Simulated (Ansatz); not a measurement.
Cost and result for the atomization energy of C$_{3}$H$_{8}$BClO (`CCOB(C)Cl`) (14 atoms, 13 bonds).

```xyz
14

C     0.279    2.033    0.673
C    -0.506    0.815    1.092
O    -0.675   -0.078   -0.003
B     0.140   -1.093   -0.318
C    -0.140   -1.987   -1.564
Cl    1.575   -1.446    0.693
H    -0.204    2.534   -0.168
H     0.345    2.740    1.504
H     1.294    1.757    0.379
H    -1.513    1.091    1.411
H    -0.012    0.298    1.919
H    -0.242   -3.036   -1.269
H     0.704   -1.949   -2.259
H    -1.044   -1.679   -2.091
```

The species carries charge 0 and has multiplicity 1. Geometry: relaxed with PBE0-D4/def2-TZVP. It is one conformer, not always the lowest. Program: Ansatz. All runs use 2 threads of an AMD EPYC 7R13 on a shared host and a share of an NVIDIA H100 80 GB. Times are those of one run each, without the atoms' runs, and a repeat can differ threefold. Electronic energies, without spin–orbit coupling; frozen cores. CCSD(T)/CBS adds CCSD(T) − MP2 in def2-TZVPP to the MP2 limit, and its time is that of the two runs behind it. T1 = 0.011. B3LYP takes the VWN-RPA correlation (the form of Gaussian; ORCA's B3LYP/G).

CCSD(T)/CBS is a level of theory with its own doubt, some kJ/mol a heavy atom from the limit and from the frozen cores, so smaller differences don't rank the functionals.

| level | functions | wall time | atomization (kcal/mol) | difference from CCSD(T)/CBS | per bond |
| --- | --- | --- | --- | --- | --- |
| PBE0-D4/def2-TZVPP | 309 | 3.7 s | 1348.3 | 10.6 | 0.8 |
| PBE-D4/def2-TZVPP (with forces) | 309 | 4.2 s | 1367.2 | 29.5 | 2.3 |
| r2SCAN-D4/def2-TZVPP (with forces) | 309 | 4.7 s | 1347.4 | 9.7 | 0.7 |
| MP2/def2-QZVPP | 595 | 5.5 s | 1348.7 | 11.0 | 0.9 |
| B3LYP-D4/def2-TZVPP (with forces) | 309 | 6 s | 1339.8 | 2.1 | 0.2 |
| ωB97X-V/def2-TZVPP | 309 | 6 s | 1341.4 | 3.7 | 0.3 |
| CCSD(T)/def2-TZVPP | 309 | 7 s | 1308.5 | -29.2 | -2.2 |
| B2PLYP/def2-TZVPP | 309 | 9 s | 1327.7 | -10.0 | -0.8 |
| ωB97M-V/def2-TZVPP (with forces) | 309 | 9.5 s | 1345.4 | 7.7 | 0.6 |
| CCSD(T)/CBS(def2) | – | 13 s | 1337.7 | 0.0 | 0.0 |

In def2-TZVPP, CCSD(T) changes the Hartree–Fock value by +294.6 kcal/mol (the triples alone add +17.7 kcal/mol) and MP2 by +317.8 kcal/mol; breaking electron pairs costs correlation energy, which Hartree–Fock lacks. From PBE to PBE0 (25 % exact exchange), in def2-TZVPP and without D4, the atomization energy moves by −17.9 kcal/mol: exact exchange takes away binding that semilocal exchange gives to molecules. The D4 term adds +10.6 kcal/mol with B3LYP and +5.7 kcal/mol with PBE0; it sums over pairs of atoms, weighted by their polarisabilities, and B3LYP, whose exchange is more repulsive, gets the larger term.
